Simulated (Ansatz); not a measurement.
The same molecule with X = B, Al, Ga, In. Ansatz, PBE0-D4/def2-TZVP geometries, multiplicity 1.

Elements past krypton have def2 core potentials. Scalar relativity is left out up to krypton.

| X | molecule | mean X–C bond length / Å | mean X–H bond length / Å | LUMO energy (B3LYP/def2-TZVPP) / eV | size of the dipole moment (ωB97M-V/def2-TZVPP) / D | LUMO energy (PBE/def2-TZVPP) / eV |
| --- | --- | --- | --- | --- | --- | --- |
| B | `BC=C` | 1.534 | 1.198 | -2.30 | 1.29 | -3.10 |
| Al | `C=[CH][AlH2]` | 1.938 | 1.588 | -1.87 | 0.84 | -2.49 |
| In | `C=[CH][InH2]` | 2.135 | 1.726 | -2.04 | 0.56 | -2.54 |

Question: Give the row for X = Ga, `C=[CH][GaH2]`. (Best estimate.)

Answer: Ansatz gave: 
```tsv
X	molecule	mean X–C bond length / Å	mean X–H bond length / Å	LUMO energy (B3LYP/def2-TZVPP) / eV	size of the dipole moment (ωB97M-V/def2-TZVPP) / D	LUMO energy (PBE/def2-TZVPP) / eV
Ga	`C=[CH][GaH2]`	1.950	1.571	-2.01	0.77	-2.59
```

From B to In the mean X–C bond length rises at each step, by 0.601 Å in all; the mean X–H bond length isn't monotonic: highest at In, lowest at B; the LUMO energy (B3LYP/def2-TZVPP) isn't monotonic: highest at Al, lowest at B; the LUMO energy (PBE/def2-TZVPP) isn't monotonic: highest at Al, lowest at B. Bonds lengthen as the atom grows down the group. Dipoles are sizes alone, and their direction can turn along the series.

B3LYP here is the variant with VWN-RPA as its local correlation; programs differ in this.
